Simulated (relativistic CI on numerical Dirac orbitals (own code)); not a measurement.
## Crystal-field levels of Au3+, 5d8

Calculated by Dirac-Coulomb-Breit CI, KLI orbitals optimised for each configuration, a model potential for QED, valence Slater integrals scaled by 0.7, one configuration in a parametric crystal field (own radial code).

Field parameters in Wybourne normalisation: Oh B⁴₀ = 21Dq, B⁴₄ = √(5/14) B⁴₀. The field is a parameter set, without covalency.

S is read from ⟨S²⟩ = S(S + 1).

Levels (cm⁻¹, degeneracy): 0 (3), 9852 (2), 19181 (1), 32857 (2), 33249 (3), 35960 (3), 39599 (1), 43719 (3), 45245 (3), 46150 (1), 46228 (2), 48423 (3).

Question: Which field gives this pattern?
A. Oh, 10Dq = 35050 cm⁻¹
B. Oh, 10Dq = 40650 cm⁻¹
C. Oh, 10Dq = 23850 cm⁻¹
D. Oh, 10Dq = 7000 cm⁻¹

Answer: A. Oh, 10Dq = 35050 cm⁻¹, ground level with S = 0.99.
